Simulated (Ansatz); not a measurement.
The cluster Al7F6, relaxed as a doublet with UKS PBE-D4/def2-SVP in Ansatz, starting from the GFN1-xTB geometry. Force threshold 0.03 eV/Å.

Another isomer (doublet) lies 0.69 eV lower at PBE0-D4/def2-SVP; other spin states weren't run for this one.

Start:

```xyz
13

Al   -1.257    0.597   -1.523
Al   -0.091    2.796    0.575
Al    1.341    0.191   -2.012
Al   -2.500    0.168    0.924
Al   -0.014   -2.681    0.236
Al    2.367   -2.050   -0.920
Al    0.763    0.161    1.759
F     1.795   -1.462    0.889
F     0.798    0.939   -0.175
F    -1.268    2.478   -1.010
F     0.320   -1.579   -1.498
F    -0.935   -1.107    1.136
F    -1.319    1.549    1.619
```

```csv
step,energy (eV),largest force component (eV/Å),SCF passes
1,-62422.4662,1.078,25
2,-62423.1201,0.704,30
3,-62423.2777,0.536,29
4,-62423.3949,0.446,25
5,-62423.5609,0.280,31
6,-62423.5936,0.262,32
7,-62423.6696,0.173,29
8 (rejected),-62423.6161,0.585,31
9,-62423.6969,0.073,27
10,-62423.7087,0.085,27
11,-62423.7188,0.071,26
13,-62423.7301,0.067,25
15,-62423.7376,0.229,25
17,-62423.7594,0.180,32
19,-62423.8446,0.432,30
21,-62423.8999,0.122,28
23,-62423.9262,0.264,32
25,-62423.9913,0.356,33
27,-62424.0601,0.191,38
29,-62424.0878,0.088,27
31,-62424.0940,0.037,27
32,-62424.0946,0.026,28
```

Force components are those of the run's own axes.

End:

Cartesian coordinates in Å:
```
Al -1.453 1.531 -2.207
Al -0.157 2.500 1.011
Al 0.605 -0.385 -1.789
Al -2.470 0.082 0.147
Al -0.129 -2.371 0.704
Al 2.836 -1.860 -0.788
Al 1.638 -0.057 1.755
F 3.051 -0.537 0.589
F 0.621 0.370 0.058
F -0.713 2.621 -0.804
F -0.481 -1.821 -1.068
F -1.697 -1.372 1.100
F -1.650 1.300 1.291
```

By distances, no bond broke or formed, bridged metal pairs apart. The bond that changes most is Al7–F8, from 2.11 to 1.89 Å (atoms count from 1). A close non-bonded pair moves further: Al6–F11, from 2.18 to 3.33 Å. Metal–metal contacts that move far: Al5–Al6 2.72 to 3.36 Å.

No frequencies were taken in this run, so the end may be a saddle point.

Run time 3.2 min (4 threads of Arm Neoverse V2 on a shared host).
